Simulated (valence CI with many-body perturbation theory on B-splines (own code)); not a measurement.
Tb60+: what the settings do

Calculated by valence CI with perturbative core correlation (CI+MBPT): three valence electrons over a frozen Dirac-Fock core [He], a basis of 6 s, 6 p, 5 d, 3 f, 1 g functions for each j, with the one-electron correlation potential Σ1 (screened to all orders), the two-electron term Σ2, the three-electron term Σ3, Breit, model QED; selected single and double excitations, second order for the rest, scaled by the run's own slope (own B-spline code, finite nucleus).

No measured spectrum was set against this ion. As an estimate, large intervals hold to a few tenths of a per cent, small ones and those within an open d or f shell to about a per cent.

The reference run has the lowest level (2s^2 2p1/2) J=1/2 and an ionisation energy of 13997.1 eV. Its largest variational space holds 3548 state functions.

Levels are named by their leading jj configuration (3d3/2^4 stands for four electrons in 3d with j = 3/2), which in mixed levels can hold well under half, so a name can repeat and another be missing. Letters in brackets count levels of one name in rising energy.

| Level | Reference (cm⁻¹) | Shift (cm⁻¹) |
| --- | --- | --- |
| (2s 2p1/2^2) J=1/2 | 1760790 | -102541 |
| (2s^2 2p3/2) J=3/2 | 6566990 | +98459 |
| (2s 2p1/2 2p3/2) J=3/2 [a] | 7798300 | +1894 |
| (2s 2p1/2 2p3/2) J=5/2 | 8099830 | +58711 |
| (2s 2p1/2 2p3/2) J=1/2 | 8592380 | -1982 |
| (2s 2p1/2 2p3/2) J=3/2 [b] | 8606530 | +31250 |
| (2p1/2^2 2p3/2) J=3/2 | 10452100 | -80445 |
| (2s 2p3/2^2) J=5/2 | 14510100 | +131600 |
| (2s 2p3/2^2) J=1/2 | 15257000 | +74662 |
| (2s 2p3/2^2) J=3/2 | 15263900 | +114274 |
| (2p1/2 2p3/2^2) J=3/2 | 16686900 | +15505 |
| (2p1/2 2p3/2^2) J=5/2 | 16864000 | +70862 |

The ionisation energy moves by +21.2 eV.

(1) Which of these changes was made?
A. Breit term on → off
B. natural orbitals for correlation on → off
C. highest l in the core sums 6 → 7

Answers

(1) A. Breit term on → off.
